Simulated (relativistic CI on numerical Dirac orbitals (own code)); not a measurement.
## Level scheme of Ti¹⁹⁺

Computed by Dirac-Coulomb-Breit CI, KLI orbitals optimised for each configuration, a model potential for QED, unscaled Slater integrals (own radial code, finite nucleus).

Configuration list (outside the closed core 1s2): 2s, 2p, 3s, 3p, 3d, 4s, 4p, 4d, 4f, 5s, 5p, 5d, 5f, 5g. Levels of other configurations are missing.

The lowest level is 2s ²S1/2, with 100 % of that term; Hund's rules for 2s give ²S with J = 1/2, in agreement.

```tsv
No.	Configuration	Term	J	E (Ry)	%	Next component (%)
1	2s	²S	1/2	0.0000	100	
2	2p	²P°	1/2	2.9587	100	
3	2p	²P°	3/2	3.5238	100	
4	3s	²S	1/2	58.9118	100	
5	3p	²P°	1/2	59.7323	100	
6	3p	²P°	3/2	59.8990	100	
7	3d	²D	3/2	60.2047	100	
8	3d	²D	5/2	60.2575	100	
9	4s	²S	1/2	79.1569	100	
10	4p	²P°	1/2	79.4947	100	
11	4p	²P°	3/2	79.5649	100	
12	4d	²D	3/2	79.6917	100	
13	4d	²D	5/2	79.7139	100	
14	4f	²F°	5/2	79.7204	100	
15	4f	²F°	7/2	79.7315	100	
16	5s	²S	1/2	88.4411	100	
17	5p	²P°	1/2	88.6119	100	
18	5p	²P°	3/2	88.6478	100	
19	5d	²D	3/2	88.7122	100	
20	5d	²D	5/2	88.7236	100	
21	5f	²F°	5/2	88.7273	100	
22	5f	²F°	7/2	88.7330	100	
23	5g	²G	7/2	88.7330	100	
24	5g	²G	9/2	88.7364	100
```

Energies count from the lowest computed level; ° marks odd parity.

The mean weight of the leading LS term, summed over parents, in these 24 levels is 100 %, and that of the leading jj configuration (from the same eigenvectors) 100 %.

At this charge energies of transitions that change n are usually good to better than 1 %, and those within a shell (Δn = 0) to a few per cent.
